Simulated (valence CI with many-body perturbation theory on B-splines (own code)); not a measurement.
**Questions on Sm XL**

Method: relativistic CI+MBPT: five valence electrons over a frozen Dirac-Fock core [Ar], a basis of 7 s, 7 p, 8 d, 6 f, 4 g, 1 h functions for each j, with the one-electron correlation potential Σ1, the two-electron term Σ2, the three-electron term Σ3, Breit, model QED; selected CI, second order for the rest, scaled by the run's own slope (own B-spline code, finite nucleus).

No measured spectrum was set against this ion. As an estimate, large intervals hold to a few tenths of a per cent, small ones and those within an open d or f shell to about a per cent. Among the levels kept, up to 680 cm⁻¹ of a level comes from second order outside the variational space, and about a tenth of that is noise between levels of different J, which matters for small intervals. Only levels of the ground parity were solved; by the run's estimate the other parity begins above the list, which can be wrong where configurations are misplaced.

Levels are named by their leading jj configuration (3d3/2^4 stands for four electrons in 3d with j = 3/2), which in mixed levels can hold well under half, so a name can repeat and another be missing.

Rates and lifetimes use the calculated energies. Strong lines usually hold to 10 to 20 %, long lifetimes can be off by a factor of two.

**Question.** What is the ground level?

**Answer.** (3d3/2^4 3d5/2) J=5/2, composition 30 % 3d5 4P + 22 % 3d5 6S + 19 % 3d5 2D, g = 1.440.

**Question.** What is the ionisation energy?

**Answer.** 2887.2 eV; NIST lists 2887 ± 4 eV (theoretical).

**Question.** How well does LS coupling describe the low levels?

**Answer.** Among the lowest 20 levels the leading LS term, summed over configurations, holds 49 % on average. For single configurations the figures are 49 % in LS and 91 % in jj coupling. Terms mix most in the J = 5/2 level at 0 cm⁻¹, where the leading one holds 30 %.
